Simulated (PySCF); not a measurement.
## Sn: electron affinity

Sn⁻ [Kr] 4d10 5s2 5p3 (4S) → Sn [Kr] 4d10 5s2 5p2 (3P), as a difference of total energies. Computed with PySCF 2.14 in dyall-av2z (22s16p12d, 130 functions), with no relativity, point nucleus. Correlated levels: valence: [Kr] 4d10 frozen; virtual orbitals above 40 to 60 times the deepest correlated orbital energy dropped. The calculations carry no spin-orbit coupling.

```csv
method,electron affinity (eV)
UHF,1.060
MP2 (valence),1.392
SCS-MP2 (valence),1.269
CCSD (valence),1.359
CCSD(T) (valence),1.382
```

How much does correlation contribute at CCSD(T) (valence)?

1.382 − (1.060) = 0.322 eV, measured against UHF.

These non-relativistic numbers lack the scalar-relativistic shift.

The reference lies between the lowest fine-structure levels, while these numbers refer to the centres of the terms.

For comparison: 1.112 eV (measured; photodetachment measurements, as compiled on the Wikipedia data page of electron affinities).
